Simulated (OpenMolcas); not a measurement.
Ti3+ (d1) in a complex was computed by CASSCF with the d shell active (OpenMolcas, ANO-RCC-VDZP on the metal). Its lowest spin-free states, and all those of the highest spin:

```tsv
2S+1	Degeneracy	E (cm-1)
2	1	0.0
2	2	198.3
2	1	11170
2	1	11778
```

Is the site octahedral, tetrahedral or cube-like, axial, or of lower symmetry?

The states with 2S+1 = 2 have orbital degeneracies 1, 2, 1, 1. There are pairs but no triples, so the site is axial: not cubic, but with a proper or improper axis of order three or more. The run had Ti3+ with 6 ligands (oxide) in tetragonal octahedral coordination (D4h) at 2.05 Å, the axial distance 2.029 Å. A charge of +1.5 e stands 2.8 Å behind each ligand. Ligand basis ANO-RCC-VDZP.

The oxide ions are held by bare point charges, a crude embedding. Ligand-to-metal charge-transfer states are missing. With metal d orbitals alone and no dynamic correlation the field as a rule comes out too small, by tens of per cent, by up to half for chloride and softer ligands. No measured value stands beside these numbers; the geometry is a model, was not optimised and need not be the one that this ion takes.
